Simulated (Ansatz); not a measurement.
One geometry of In(PF3)H3 (InPH₃F₃), several levels of theory.

```yaml
crystal:
  periodic: [false, false, false]
  atoms:
    - {symbol: In, position_ang: [0.034266, -0.039506, -1.672147]}
    - {symbol: P, position_ang: [-0.027050, 0.025365, 1.156326]}
    - {symbol: F, position_ang: [-1.430327, 0.114460, 1.894780]}
    - {symbol: F, position_ang: [0.717166, 1.215219, 1.899415]}
    - {symbol: F, position_ang: [0.595973, -1.193866, 1.960819]}
    - {symbol: H, position_ang: [1.764835, -0.092922, -1.703658]}
    - {symbol: H, position_ang: [-0.781391, 1.482876, -1.794123]}
    - {symbol: H, position_ang: [-0.873472, -1.511627, -1.741412]}
basis:
  gaussian: {orbitals: def2-TZVP}
magnetization: {spin_polarized: true, initial_magnetization: 2}
hamiltonian: {xc: pbe0, dispersion: d4}
scf: {omitted_lower_state_checks: [starts]}
output: {orbitals: {seedname: orbitals}}
```

The file start.molden holds the orbitals of an earlier run on this structure, at another level or in another basis.

```sh
$ ansatz run in.yaml --threads 4 --pin off --events-out ev --progress --plain --max-ram 3916MiB
```

It prints (some lines left out):

```
Functional definition: PBE0
1363 factors; their error is unknown
mean field evaluation 1: about -22644.2021 eV, gradient 3.4e1 eV
mean field evaluation 2: about -22622.3302 eV, gradient 7.6e1 eV
mean field evaluation 4: about -22649.2598 eV, gradient 1.5e1 eV
mean field evaluation 8: about -22651.0035 eV, gradient 7.9e-1 eV
mean field evaluation 16: about -22651.1525 eV, gradient 1.7e-1 eV
mean field evaluation 32: about -22651.1591 eV, gradient 3.2e-5 eV
mean field -22651.15914297 eV, -832.4147449969 hartree, gradient 2.4e-6 eV, S^2 2.012006; 0 other end points of the search recorded, 0 dependent functions left out
reference -22651.15919976 eV, -832.4147470839 hartree; 34, 32 occupied and 164, 166 virtual orbitals, 1363 factors
Total energy: -22651.30151042 eV, -832.4199769043 hartree
Checks for a lower state left out: starts
```

Hardware: 4 threads of Intel Xeon on a shared host. Wall time 45 s, peak host memory 1.1 GiB.

First input, but with `gaussian: {orbitals: def2-TZVP, initial_orbitals: start.molden}`, `hamiltonian: {xc: pbe, dispersion: d4}` (abridged; 16 s):

```
Functional definition: PBE
mean field evaluation 16: about -22650.8110 eV, gradient 1.3e-5 eV
mean field -22650.81100717 eV, -832.4019512424 hartree, gradient 1.3e-5 eV, S^2 2.008559
Total energy: -22650.97735742 eV, -832.4080645011 hartree
Checks for a lower state left out: starts
```

As the first input, with `gaussian: {orbitals: def2-TZVP, initial_orbitals: start.molden}`, `hamiltonian: {xc: r2scan, dispersion: d4}` (abridged; 38 s):

```
Functional definition: r2SCAN
mean field evaluation 16: about -22660.6691 eV, gradient 3.6e-5 eV
mean field -22660.66910819 eV, -832.7642297727 hartree, gradient 1.9e-6 eV, S^2 2.017113
Total energy: -22660.70903942 eV, -832.7656972184 hartree
Checks for a lower state left out: starts
```

Geometry: r2SCAN-D4/def2-SVP, that of the neutral singlet.

In the def2 sets In takes a core potential; there is no spin–orbit coupling. At PBE-D4/def2-TZVP the gap within one spin of the charge 0 triplet nearly closes, so an electron or hole may be smeared out by delocalisation error. At PBE0-D4/def2-TZVP a singlet of charge 0 lies 5.61 eV below the triplet at the same geometry.
